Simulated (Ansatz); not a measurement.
Basis-set extrapolation for `C=C[Si](N)(F)OC` (PBE0-D4/def2-TZVP geometry, frozen core, the Gaussian-basis code of Ansatz). Multiplicity 1, RHF reference.

```
                      def2-TZVPP   def2-QZVPP
                 HF  -636.249941  -636.276157
    MP2 correlation    -1.307288    -1.407713
CCSD(T) correlation    -1.402971      not run
```

Energies in hartree. Use E(X) = E(∞) + A·exp(−7.88·√X) for Hartree–Fock and E(X) = E(∞) + B·X^(−2.97) for correlation, with X = 3 and 4, and add CCSD(T) minus MP2 of the smaller set to the MP2 limit.

Q: What is the CCSD(T) energy at the basis-set limit?

A: HF limit: -636.276157 + (-0.026216) × 0.13774 = -636.27977. MP2 limit: -1.407713 + (-0.100425) × 0.74074 = -1.48210. Higher-order term: -1.402971 − (-1.307288) = -0.09568. Total: -637.85755 hartree, 5.57 eV below CCSD(T)/def2-TZVPP.
